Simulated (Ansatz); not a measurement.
CH5NOSe, SMILES `NC(O)[SeH]` at its PBE0-D4/def2-TZVP geometry, where that method's forces vanish. Total charge 0; spin multiplicity 1.

```xyz
9

N     0.9484    0.2697    0.9159
C     0.0917    0.2723   -0.1957
O    -0.5979    1.4722   -0.1917
Se   -1.3312   -1.2154   -0.2588
H     0.4352    0.3721    1.7824
H     1.5128   -0.5661    0.9557
H     0.6678    0.1038   -1.1097
H    -1.2487    1.4457   -0.8997
H    -0.4782   -2.1543   -0.9983
```

Problem. What forces (eV/Å) does PBE-D4/def2-TZVPP give on these atoms in Ansatz? (Best estimate.)

Solution. The calculation gave: 
```
N1   0.234  0.258 -0.024
C2   0.218 -0.124 -0.088
O3   0.028  0.542  0.358
Se4 -0.501 -0.165  0.095
H5  -0.163  0.026  0.316
H6   0.199 -0.271  0.027
H7   0.147 -0.072 -0.206
H8  -0.325 -0.027 -0.344
H9   0.162 -0.167 -0.136
```
